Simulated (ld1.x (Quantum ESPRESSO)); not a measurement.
**Transferability test, TM potential for F**

fluorine, norm-conserving Troullier–Martins (Kleinman–Bylander form), made with ld1.x (Quantum ESPRESSO) 7.5 (PBE, scalar-relativistic). Core [He], reference 2s2 2p5. Waves: 2p (bound): rc 0.80 bohr; 2s (bound): rc 0.30 bohr. Local part: the s channel. Core correction: Bessel-smoothed model core inside 0.20 bohr.

Energies are relative to the spin-unpolarised reference configuration 2s2 2p5; without spin polarisation the order of configurations can differ from experiment. Not all tests gave a result: 3 of 7 tests not solved or not reliable. Left out of the table: 2s2 2p4 (pseudo-atom not self-consistent, printed error -1.7 eV); 2s2 2p3 (pseudo-atom not self-consistent, printed error -2.9 eV); 2s2 2p1 (solver errors, printed error -54.5 eV).

| valence configuration | charge | ΔE all-electron (eV) | error AE − PS (meV) |
| --- | --- | --- | --- |
| 2s2 2p2 | +3 | 118.413 | +812 |
| 2s1 2p5 | +1 | 38.493 | +52 |
| 2s2 2p4.5 | +0.5 | 7.543 | +5.9 |

Question: What are ΔE and the potential's error for 2s1 2p6?

Answer: ΔE = 18.814 eV all-electron; the error (AE − PS) is +29 meV.

Levels in the configuration 2s2 2p4.5:

```json
{"level": "2s", "all-electron (eV)": "-38.207", "pseudo (eV)": "-38.168"}
{"level": "2p", "all-electron (eV)": "-19.232", "pseudo (eV)": "-19.202"}
```

A Bessel basis up to 400 Ry misses an occupied level by 0.12 Ry, so cutoffs and ghosts were not judged.
